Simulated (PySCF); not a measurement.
## How methods differ on the excitation energy of Rh

Rh [Kr] 4d8 5s1 (4F) → Rh [Kr] 4d7 5s1 5p1 (high-spin determinant), as a difference of total energies. All numbers are calculated (PySCF 2.14, a scalar-relativistic core potential, in aug-cc-pwCVDZ-PP with ECP28MDF (6s6p5d3f, 70 functions)). Correlated levels: valence and next inner shell: nothing frozen outside the core potential. The calculations carry no spin-orbit coupling.

```
                                method  excitation energy (eV)
                                   UHF                   2.782
    MP2 (valence and next inner shell)                   4.231
SCS-MP2 (valence and next inner shell)                   4.253
   CCSD (valence and next inner shell)                   3.924
CCSD(T) (valence and next inner shell)                   4.027
```

Problem. How much does correlation contribute at CCSD(T) (valence and next inner shell)?

Solution. 4.027 − (2.782) = 1.245 eV, measured against UHF.

The determinant of the upper state mixes LS terms, which raises its energy above the lowest term, most at the Hartree-Fock and MP2 levels.
